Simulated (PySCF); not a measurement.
How methods differ on the ionisation energy of Kr²²⁺

Kr²²⁺ [Ne] 3s2 3p2 (3P) → Kr²³⁺ [Ne] 3s2 3p1 (2P), as a difference of total energies. Computed with PySCF 2.14 in an even-tempered Gaussian basis (17 s from 2.2 bohr⁻², ratio 2.5; 11 p from 2.9 bohr⁻², ratio 2.5; 5 d from 13 bohr⁻², ratio 2.7; 4 f from 20 bohr⁻², ratio 2.7), with the non-relativistic Hamiltonian (point nucleus). Correlated levels: outer shells: 1s2 frozen; virtual orbitals above 40 to 60 times the deepest correlated orbital energy dropped. The calculations carry no spin-orbit coupling.

```
                method  ionisation energy (eV)
                   UHF                  986.31
                   LDA                  987.66
                   PBE                  987.80
                  PBE0                  987.74
                r2SCAN                  988.04
                  MN15                  991.47
                 B97-3                  987.55
    MP2 (outer shells)                  986.83
SCS-MP2 (outer shells)                  986.64
```

**Question.** How much does correlation contribute at MP2 (outer shells)?

**Answer.** 986.83 − (986.31) = 0.52 eV, measured against UHF.

Spin-orbit coupling is strong in these open shells (close to jj coupling). The scalar numbers leave it out and a first-order estimate fails, so it can dominate the gap to the real levels.

The gap to the reference is mostly relativistic.

For comparison: 999 ± 2.4 eV (semi-empirical (NIST evaluation); NIST Atomic Spectra Database, ionization energies).
